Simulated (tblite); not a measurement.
Species: C4H6OSSi.
Z-matrix (Å and degrees, GFN2-xTB geometry), rows numbered from 1:
```
O 
C   1  1.2025
C   2  1.4734  1  124.86
Si  3  1.9525  2  108.16  1    87.88
C   4  1.8664  3   94.34  2   121.46
C   5  1.3373  4  115.97  3    -0.32
S   6  1.7362  5  121.63  4     0.30
H   2  1.1080  1  121.35  3   176.88
H   3  1.0886  2  110.60  1   -32.03
H   4  1.4622  3  110.03  2     3.24
H   4  1.4635  3  107.92  2  -119.30
H   5  1.0777  4  124.43  3   179.48
H   6  1.0786  5  125.11  4  -179.89
```

Computed values, GFN2-xTB/tblite, gas phase, harmonic and unscaled. Errors from tens to a few hundred cm⁻¹ against measured bands are possible. Modes of hydrogen on silicon can be 10 to 20 % off. One conformer, not necessarily the lowest.

Harmonic wavenumbers (cm⁻¹): 48.5, 88.4, 212.4, 258.0, 312.0, 330.9, 441.8, 485.3, 528.0, 545.7, 639.6, 657.5, 708.4, 730.1, 782.2, 790.8, 820.5, 870.9, 920.4, 1036.9, 1099.8, 1107.2, 1173.9, 1246.8, 1382.4, 1555.5, 1755.3, 2267.6, 2287.3, 2756.7, 2986.9, 3081.6, 3094.3.

A = 2771, B = 1612, C = 1092 MHz; mass 129.991 u (most abundant isotopes); point group C1, symmetry number 1.

Zero-point energy?

Half the sum of the wavenumbers: 18502 cm⁻¹ = 221.33 kJ/mol.

What is S at 273.15 K and 1 bar for an ideal gas of classical rigid rotors and harmonic oscillators?

Translation 167.74, rotation 118.48, vibration 75.74: S = 362.0 J/(mol K).

And Cp and H(273.15 K) − H(0)?

Cp = 123.84 J/(mol K), of which vibrations give 90.58 (their classical limit is 33 R = 274.4); H(273.15 K) − H(0) = 20.52 kJ/mol without the zero-point energy, 11.44 from vibrations.

How do the functions run with temperature in this model?

| T (K) | S (J/(mol K)) | Cp (J/(mol K)) | H − H(0) (kJ/mol) | G − H(0) (kJ/mol) | ln q(vib) |
| --- | --- | --- | --- | --- | --- |
| 50 | 238.6 | 46.4 | 1.95 | -9.98 | 0.37 |
| 100 | 275.0 | 60.7 | 4.61 | -22.88 | 1.11 |
| 298.15 | 373.2 | 132.4 | 23.72 | -87.54 | 4.54 |
| 373.15 | 405.5 | 155.4 | 34.54 | -116.75 | 5.96 |
| 500 | 455.4 | 185.6 | 56.28 | -171.41 | 8.39 |
| 750 | 538.7 | 224.3 | 107.95 | -296.04 | 13.01 |
| 1000 | 606.7 | 248.1 | 167.22 | -439.48 | 17.24 |

q(vib) and H(0) count from the zero-point level.

Which modes carry the vibrational entropy at 273.15 K?

48.5 cm⁻¹: 19.68; 88.4 cm⁻¹: 14.74; 212.4 cm⁻¹: 7.80; 258.0 cm⁻¹: 6.38; 312.0 cm⁻¹: 5.06; 330.9 cm⁻¹: 4.67 J/(mol K); the other 27 give 17.40 together.

What must be added to the electronic energy to get the Gibbs energy at 273.15 K and 1 bar?

ZPE + [H(273.15 K) − H(0)] − T·S = 221.33 + 20.52 − 98.87 = 142.98 kJ/mol.

Hindered rotation and anharmonicity are outside this model. Other conformers, if any are populated, would add a mixing term that is left out. The structure is chiral; the term R ln 2 for an equal mix with its mirror image is left out.
